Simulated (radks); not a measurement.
The mean radii <r> (bohr) of the occupied orbitals of an atom or ion are listed with their occupations. Method: scalar-relativistic Kohn-Sham, PBEsol, spin-polarised, spherical densities, finite nucleus; Fermi nuclear charge, rms radius of each element as measured or else 0.836 A^(1/3) + 0.57 fm; computed with a radial shooting solver on a logarithmic mesh with Libxc functionals.

orbital  occ.      <r>
1s up       1  0.03345
1s down     1  0.03345
2s up       1   0.1457
2s down     1   0.1457
2p up       3   0.1270
2p down     3   0.1270
3s up       1   0.4028
3s down     1   0.4026
3p up       3   0.4030
3p down     3   0.4027
3d up       5   0.3837
3d down     5   0.3832
4s up       1   0.9909
4p up       3    1.072
4p down     3    1.073
4d up       4    1.287

Name the element and its charge. Open shells, if any, are filled with parallel spins first.

Answer. Z = 44, ruthenium, charge +5: Ru5+ in [Ar] 3d10 4s1 4p6 4d4. The 1s radius gives Z: for a bare nucleus <r> = (2 gamma + 1)/(2Z) with gamma = sqrt(1 - (Z/c)^2), 0.03289 bohr for Z = 44, and screening makes it slightly larger (0.03345 here). The occupations add up to 39, and the charge is Z minus that.
